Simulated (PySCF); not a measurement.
Below is a simulated gas-phase P 2p photoelectron spectrum of `P->B(Cl)(Cl)Cl` (B(PH3)Cl3).

Every computed line was given a Gaussian of 0.4 eV full width at half maximum and an area set by the number of equivalent atoms (split 2:1 within a doublet); the highest printed point is 100. Level of theory: PySCF, delta-SCF UKS SCAN, pcX-2 on the ionised atom, pcseg-1 elsewhere, spin-free X2C.

binding energy (eV), intensity and a bar:
```
    138.5          0 
    138.6          2 
    138.7          7 ##
    138.8         23 #######
    138.9         53 ################
    139.0         87 ##########################
    139.1        100 ##############################
    139.2         82 ########################
    139.3         47 ##############
    139.4         19 ######
    139.5          6 ##
    139.6          5 #
    139.7         13 ####
    139.8         28 ########
    139.9         45 #############
    140.0         50 ###############
    140.1         39 ############
    140.2         22 #######
    140.3          9 ###
    140.4          2 #
    140.5          0
```

How many maxima does the curve show, and how many computed lines lie under it?

The curve has 2 maxima (at 139.1 and 140.0 eV). Under it lie 2 lines from 1 inequivalent phosphorus site, drawn as a 2p3/2, 2p1/2 pair.

Decompose the envelope and assign each component. Bonds: B1–P2, B1–Cl6, B1–Cl7, B1–Cl8. Hydrogens: H3, H4, H5 on P2.

| position (eV) | relative area | line | atoms | environment |
| --- | --- | --- | --- | --- |
| 139.09 | 0.67 | P 2p3/2 | P2 | phosphorus bonded to B and 3 H |
| 139.98 | 0.33 | P 2p1/2 | P2 | phosphorus bonded to B and 3 H |

What are the centre and the root-mean-square width of the whole band?

The area-weighted mean of the lines is 139.39 eV. Their own spread about it is 0.42 eV (rms) and each Gaussian has σ = 0.4/2.355 = 0.17 eV; the variances add, which gives 0.45 eV.

The curve has no shake-up lines and no vibrational structure. Spin–orbit and ligand-field terms were added within each 2p shell after the spin-free SCF. 2p1/2 minus 2p3/2 (ligand field included): P 0.89 eV. Isolated species at its PBE0-D3(BJ)/def2-SVP geometry, gas phase.

Hardware: one thread of an AMD EPYC 9B45 (shared host). Cost: 10 s, 0.49 GiB resident at most.
